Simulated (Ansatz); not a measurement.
H3ClSi2, SMILES `[SiH3][Si]Cl` (lower singlet) (charge 0, multiplicity 1). This singlet lies 0.97 eV below the relaxed triplet at the level frozen-core CCSD(T)/cc-pVTZ // PBE0-D3(BJ)/def2-TZVP (Ansatz, a program for electronic structure).

Z-matrix (Å, degrees):
```
Si
H 1 1.4904
H 1 1.4909 2 108.47
H 1 1.4909 2 108.47 3 117.77
Si 1 2.4146 2 113.26 4 121.09
Cl 5 2.0873 1 93.51 2 179.95
```
Charge 0, spin multiplicity 1.

Frozen-core energies in cc-pVDZ from Ansatz at a geometry from PBE0-D3(BJ)/def2-TZVP; the HF reference has <S^2> = 0.00 (restricted, and unstable towards unrestricted orbitals) and the T1 diagnostic is 0.016.

```tsv
level	energy (Ha)	difference from CCSDT(Q) (mHa)
HF	-1039.10429	378.27
MP2	-1039.41868	63.88
CCSD	-1039.47029	12.27
CCSD(T)	-1039.48039	2.16
CCSDT	-1039.48178	0.77
CCSDT(Q)	-1039.48255	0.00
```
